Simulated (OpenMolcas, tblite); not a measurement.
# How methods differ on C2H5BO (SMILES B1CCO1)

The species is C2H5BO (9 atoms), meant as a singlet with charge 0. As SMILES, `B1CCO1`. The shape is that of a PBE0-D4/def2-TZVP optimisation.

Quantity: the dipole moment, in D. The values are calculated.

```tsv
level	kind	program	value (D)	CPU time
GFN2-xTB	semi-empirical	tblite	1.72	under 2 s
HF/def2-SVP	Hartree–Fock	OpenMolcas	1.98	5.8 s
SVWN5/def2-SVP	LDA	OpenMolcas	1.84	23 s
revPBE/def2-SVP	GGA	OpenMolcas	1.73	36 s
TPSS/def2-SVP	meta-GGA	OpenMolcas	1.76	45 s
r2SCAN/def2-SVP	meta-GGA	OpenMolcas	1.81	49 s
B3LYP/def2-SVP	global hybrid	OpenMolcas	1.78	34 s
```

The values span 1.72 to 1.98 D. Magnitudes only. CPU times are rough (shared hosts, several kinds of processor and program).
